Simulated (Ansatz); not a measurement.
Consider the atomization: `C[CH2][AlH][SiH3]` → Al• + 2 C• + 9 H• + Si•.

Program: Ansatz. Geometries: PBE0-D4/def2-TZVP. ΔE: electronic, gas phase. CCSD(T)/CBS is the MP2 limit (def2-TZVPP, def2-QZVPP) plus CCSD(T) − MP2 in def2-TZVPP, frozen cores. This one scheme is used for every species, atoms too. Functionals use def2-TZVPP. Open shells (•) are unrestricted, without spin–orbit coupling. Spin–orbit coupling would lower the free atoms: a little for Al, C, Si. Each species was taken in one conformer, which may not be the lowest.

`C[CH2][AlH][SiH3]`:

Z-matrix (Å, degrees):
```
C
C 1 1.527
H 1 1.094 2 111.7
H 1 1.094 2 112.3 3 -120.3
H 1 1.094 2 111.7 3 119.3
Al 2 1.961 1 116.6 3 -59.8
H 2 1.099 1 110.5 3 63.0
H 2 1.099 1 110.5 3 177.6
Si 6 2.463 2 119.5 1 -0.3
H 6 1.594 2 119.5 1 179.7
H 9 1.491 6 114.2 2 -179.4
H 9 1.494 6 110.8 2 59.5
H 9 1.494 6 110.9 2 -58.3
```

```csv
species,PBE0 energy (Eh)
`C[CH2][AlH][SiH3]`,-613.23339
Al•,-242.24899
C•,-37.80537
H•,-0.50104
Si•,-289.24948
```

Problem. Work out ΔE.

Solution. ΔE = 9 × (-0.50104) + 2 × (-37.80537) + (-242.24899) + (-289.24948) − (-613.23339) = 1.61482 Eh = +4239.7 kJ/mol. CCSD(T)/CBS gives +4277.3 kJ/mol.

Largest T1 diagnostic among the species: 0.018.

In def2-TZVPP, CCSD(T) changes the Hartree–Fock value by +910.5 kJ/mol (the triples alone add +39.0 kJ/mol) and MP2 by +898.2 kJ/mol; breaking electron pairs costs correlation energy, which Hartree–Fock lacks. The D4 term adds +37.6 kJ/mol with B3LYP and +20.1 kJ/mol with PBE0; it sums over pairs of atoms, weighted by their polarisabilities, and B3LYP, whose exchange is more repulsive, gets the larger term. From PBE to PBE0 (25 % exact exchange), in def2-TZVPP and without D4, ΔE moves by −15.4 kJ/mol: exact exchange takes away binding that semilocal exchange gives to molecules.

B3LYP here is the variant with VWN-RPA as its local correlation; programs differ in this.

For atomizations the MP2-based limit and the directly extrapolated one differ by several kJ/mol either way, and by 10 to 25 for some Ge, Se and Sn compounds, so smaller differences from it don't rank the levels.
